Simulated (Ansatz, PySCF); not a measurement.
The pair A = F2H2Si (SMILES F[SiH2]F) (first 5 atoms), B = HF (SMILES F); geometry from B3LYP-D3(BJ)/def2-TZVP.
(charge 0, multiplicity 1):
```xyz
7

F      0.6569     0.0164    -1.4508
Si     0.0794    -0.3877    -0.0273
F      0.6496     0.6904     1.0242
H     -1.3818    -0.2644    -0.0483
H      0.6058    -1.7036     0.3495
F     -0.3567    -0.0250     3.4329
H      0.1207     0.4535     2.7934
```

Frozen-core correlation. CBS: X⁻³ extrapolation of the correlation energy, Hartree–Fock from the larger set. MP2 and its Hartree–Fock in aug-cc-pV(T+d)Z are density fitted.

The values were computed with Ansatz (a program for electronic structure) with Gaussian orbitals; PySCF for the dispersion terms. 

The monomers are drawn apart, rigid, along the line of their centres of mass. Counterpoise-corrected interaction energies (kcal/mol):

```csv
level,R = 4.344 Å,R = 5.088 Å
PBE/def2-TZVPPD,-1.9725,-0.8723
PBE-D3(BJ)/def2-TZVPPD,-2.2894,-1.0171
wB97M-V/def2-TZVPPD,-2.1368,-0.9607
"MP2/CBS(aug-cc-pV(D+d)Z, aug-cc-pV(T+d)Z) + ΔCCSD(T)/aug-cc-pV(D+d)Z",-2.1562,-0.9672
```

Q: R is the distance of the centres of mass. Find the local exponent m of E ∝ R⁻ᵐ between the two points.

A: 
m = ln(E₁/E₂)/ln(R₂/R₁): PBE/def2-TZVPPD 5.2; PBE-D3(BJ)/def2-TZVPPD 5.1; wB97M-V/def2-TZVPPD 5.1; MP2/CBS(aug-cc-pV(D+d)Z, aug-cc-pV(T+d)Z) + ΔCCSD(T)/aug-cc-pV(D+d)Z 5.1. For scale, two fixed dipoles give m = 3, dipole and quadrupole 4, quadrupoles 5, and dispersion or dipole-induced dipole 6 at long range; at these distances several terms mix, and what is left of overlap and damping shifts m, so it need not match one of them.
